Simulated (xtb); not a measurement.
xtb input (GFN1-xTB):

```bash
xtb mol.xyz --gfn 1 --sp --chrg 0 --uhf 0
```
mol.xyz:
```
2

Pt    -0.00000000    -0.00000000    -0.11970532
C      0.00000000     0.00000000     1.55616920
```

Output:

```
           -------------------------------------------------
          |                Calculation Setup                |
           -------------------------------------------------

           -------------------------------------------------
          |                 G F N 1 - x T B                 |
           -------------------------------------------------

        Reference                      10.1021/acs.jctc.7b00118
      * Hamiltonian:
        H0-scaling (s, p, d)           1.850000    2.250000    2.000000
        zeta-weighting                 0.000000
      * Dispersion:
        s8                             2.400000
        a1                             0.630000
        a2                             5.000000
        s9                             0.000000
      * Repulsion:
        kExp                           1.500000
        rExp                           1.000000
      * Coulomb:
        alpha                          2.000000
        third order                    atomic
        anisotropic                    false
      * Halogen bond correction:
        rad-scale                      1.300000
        damping                        0.440000

          ...................................................
          :                      SETUP                      :
          :.................................................:
          :  # basis functions                  14          :
          :  # atomic orbitals                  13          :
          :  # shells                            5          :
          :  # electrons                        14          :
          :  # halogen bonds                     0          :
          :  max. iterations                   250          :
          :  Hamiltonian                  GFN1-xTB          :
          :  restarted?                      false          :
          :  GBSA solvation                  false          :
          :  PC potential                    false          :
          :  electronic temp.          300.0000000     K    :
          :  accuracy                    1.0000000          :
          :  -> integral cutoff          0.2500000E+02      :
          :  -> integral neglect         0.1000000E-07      :
          :  -> SCF convergence          0.1000000E-05 Eh   :
          :  -> wf. convergence          0.2000000E-04 e    :
          :  Broyden damping             0.4000000          :
          :  net charge                          0          :
          :  unpaired electrons                  0          :
          ...................................................

 iter      E             dE          RMSdq      gap      omega  full diag
   1     -6.1731062 -0.617311E+01  0.131E+01    1.30       0.0  T
   2     -6.0116005  0.161506E+00  0.134E+01    0.75       1.0  T
   3     -6.2542081 -0.242608E+00  0.657E+00    1.25       1.0  T
   4     -6.2797914 -0.255834E-01  0.246E-01    1.16       1.0  T
   5     -6.2797214  0.700539E-04  0.274E-01    1.17       1.0  T
   6     -6.2798019 -0.805171E-04  0.931E-03    1.16       7.6  T
   7     -6.2798020 -0.999035E-07  0.280E-04    1.16     252.6  T
   8     -6.2798020 -0.426850E-10  0.764E-05    1.16     925.2  T
   9     -6.2798020 -0.699796E-11  0.380E-07    1.16  100000.0  T

   *** convergence criteria satisfied after 9 iterations ***

         #    Occupation            Energy/Eh            Energy/eV
      -------------------------------------------------------------
         1        2.0000           -0.5651770             -15.3792
         2        2.0000           -0.4593281             -12.4990
         3        2.0000           -0.4593281             -12.4990
         4        2.0000           -0.4394968             -11.9593
         5        2.0000           -0.4327136             -11.7747
         6        2.0000           -0.4327136             -11.7747
         7        2.0000           -0.3734444             -10.1619 (HOMO)
         8                         -0.3308541              -9.0030 (LUMO)
         9                         -0.3308541              -9.0030
        10                         -0.1580001              -4.2994
        11                         -0.1260595              -3.4303
        12                         -0.1260595              -3.4303
        13                          0.6928271              18.8528
      -------------------------------------------------------------
                  HL-Gap            0.0425903 Eh            1.1589 eV
             Fermi-level           -0.3524660 Eh           -9.5911 eV

 SCC (total)                   0 d,  0 h,  0 min,  0.003 sec
 SCC setup                      ...        0 min,  0.000 sec (  5.208%)
 Dispersion                     ...        0 min,  0.000 sec (  2.949%)
 classical contributions        ...        0 min,  0.000 sec (  1.321%)
 integral evaluation            ...        0 min,  0.001 sec ( 22.511%)
 iterations                     ...        0 min,  0.001 sec ( 45.211%)
 molecular gradient             ...        0 min,  0.000 sec ( 13.541%)
 printout                       ...        0 min,  0.000 sec (  8.742%)

         :::::::::::::::::::::::::::::::::::::::::::::::::::::
         ::                     SUMMARY                     ::
         :::::::::::::::::::::::::::::::::::::::::::::::::::::
         :: total energy              -6.205625054964 Eh    ::
         :: gradient norm              0.176370580998 Eh/a0 ::
         :: HOMO-LUMO gap              1.158940892541 eV    ::
         ::.................................................::
         :: SCC energy                -6.279802012597 Eh    ::
         :: -> electrostatic           0.000331336832 Eh    ::
         :: repulsion energy           0.074544082811 Eh    ::
         :: dispersion energy         -0.000367125177 Eh    ::
         :: halogen bond corr.         0.000000000000 Eh    ::
         :: add. restraining           0.000000000000 Eh    ::
         :: total charge              -0.000000000368 e     ::
         :::::::::::::::::::::::::::::::::::::::::::::::::::::

           -------------------------------------------------
          |                Property Printout                |
           -------------------------------------------------

    * Orbital Energies and Occupations

         #    Occupation            Energy/Eh            Energy/eV
      -------------------------------------------------------------
         1        2.0000           -0.5651770             -15.3792
         2        2.0000           -0.4593281             -12.4990
         3        2.0000           -0.4593281             -12.4990
         4        2.0000           -0.4394968             -11.9593
         5        2.0000           -0.4327136             -11.7747
         6        2.0000           -0.4327136             -11.7747
         7        2.0000           -0.3734444             -10.1619 (HOMO)
         8                         -0.3308541              -9.0030 (LUMO)
         9                         -0.3308541              -9.0030
        10                         -0.1580001              -4.2994
        11                         -0.1260595              -3.4303
        12                         -0.1260595              -3.4303
        13                          0.6928271              18.8528
      -------------------------------------------------------------
                  HL-Gap            0.0425903 Eh            1.1589 eV
             Fermi-level           -0.3524660 Eh           -9.5911 eV

  Mulliken/CM5 charges         n(s)   n(p)   n(d)
     1Pt    0.06066  0.17320   0.931  0.273  8.735
     2C    -0.06066 -0.17320   1.535  2.525  0.000

Wiberg/Mayer (AO) data.
largest (>0.10) Wiberg bond orders for each atom

 ---------------------------------------------------------------------------
Note: The following floating-point exceptions are signalling: IEEE_DENORMAL
normal termination of xtb
     #   Z sym  total        # sym  WBO       # sym  WBO       # sym  WBO
 ---------------------------------------------------------------------------
     1  78 Pt   2.934 --     2 C    2.934
     2   6 C    2.934 --     1 Pt   2.934
 ---------------------------------------------------------------------------

Topologies differ in total number of bonds
Writing topology from bond orders to xtbtopo.mol

 dipole moment from electron density (au)
     X       Y       Z
  -0.0000  -0.0000  -1.8811  total (Debye):    4.781

           -------------------------------------------------
          | TOTAL ENERGY               -6.205625054964 Eh   |
          | GRADIENT NORM               0.176370580998 Eh/α |
          | HOMO-LUMO GAP               1.158940892541 eV   |
           -------------------------------------------------

------------------------------------------------------------------------
------------------------------------------------------------------------
 total:
 SCF:
```
